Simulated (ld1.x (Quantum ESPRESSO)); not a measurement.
## Reading a pseudo-wave (Sr)

Columns: radius, all-electron u(r) and pseudo u(r) of the 5p shell (level -9.61 eV) of strontium in the configuration [Ar] 3d10 4s2 4p6 4d0 5s0 5p0; BP86, non-relativistic, PAW scheme, ld1.x (Quantum ESPRESSO) 7.5.

```tsv
r (bohr)	all-electron	pseudo
0.180	0.0047	0.0338
0.360	-0.1626	0.1236
0.540	-0.0607	0.2390
0.720	0.1077	0.3427
0.900	0.2298	0.4032
1.080	0.2818	0.4057
1.260	0.2723	0.3533
1.440	0.2186	0.2632
1.620	0.1377	0.1560
1.800	0.0434	0.0477
1.980	-0.0546	-0.0543
2.160	-0.1493	-0.1493
2.340	-0.2365	-0.2365
2.520	-0.3133	-0.3133
2.700	-0.3787	-0.3787
2.880	-0.4322	-0.4322
3.060	-0.4742	-0.4742
3.240	-0.5057	-0.5057
3.420	-0.5277	-0.5277
3.600	-0.5415	-0.5415
3.780	-0.5484	-0.5484
3.960	-0.5493	-0.5493
4.140	-0.5450	-0.5450
4.320	-0.5363	-0.5363
4.500	-0.5236	-0.5236
4.680	-0.5075	-0.5075
```

(1) How many radial nodes do the two functions have?

(2) At about which radius was the pseudo-wave matched?

(3) Is the pseudo-wave norm-conserving?

Results:

(1) The all-electron 5p function has n − l − 1 = 3; the pseudo-wave has 1, since 1 lower shell of the same l stays in the valence.

(2) 2.20 bohr. The columns agree to 0.0005 from 1.98 bohr on; several derivatives are matched, so the curves merge somewhat inside the radius.

(3) No, it belongs to a PAW set: the norm inside the radius is not constrained, and the difference is carried by the augmentation charge.
